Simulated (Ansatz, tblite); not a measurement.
Forces on the cluster Li₄Se₂⁺ at its PBE-D4/def2-SVP geometry. Charge 1, multiplicity 2.

The xTB rows come from tblite. At PBE-D4/def2-TZVP an occupied level of the charge 1 doublet lies above an empty one (by up to 0.39 eV), so this SCF solution is probably not the lowest. At PBE-D4/def2-TZVP the gap within one spin of the charge 1 doublet nearly closes, so an electron or hole may be smeared out by delocalisation error. Another isomer (doublet) lies 0.97 eV lower at PBE0-D4/def2-TZVP; other spin states weren't run for this one.

GFN1-xTB (tblite), largest force 0.84 eV/Å:

```xyz
6
positions Å, forces eV/Å
Li    4.180   -0.660   -0.080   -0.826    0.133    0.009
Li   -4.182    0.640    0.116    0.827   -0.121   -0.029
Li    0.107    0.870   -1.198   -0.053   -0.432    0.595
Li   -0.106   -0.860    1.178    0.053    0.432   -0.593
Se    1.895   -0.292   -0.055    0.346   -0.058    0.002
Se   -1.894    0.303    0.038   -0.347    0.046    0.016
```

GFN2-xTB (tblite), largest force 0.44 eV/Å:

```
Li 0.078 -0.011 -0.004
Li -0.078 0.014 0.000
Li 0.015 0.121 -0.166
Li -0.015 -0.120 0.165
Se 0.437 -0.069 -0.007
Se -0.437 0.066 0.013
```

PBE-D4/def2-TZVP (Ansatz), largest force 0.48 eV/Å:

```
Li -0.052 0.010 -0.001
Li 0.051 -0.007 -0.004
Li 0.003 0.029 -0.040
Li -0.004 -0.029 0.040
Se 0.473 -0.077 -0.010
Se -0.472 0.073 0.014
```
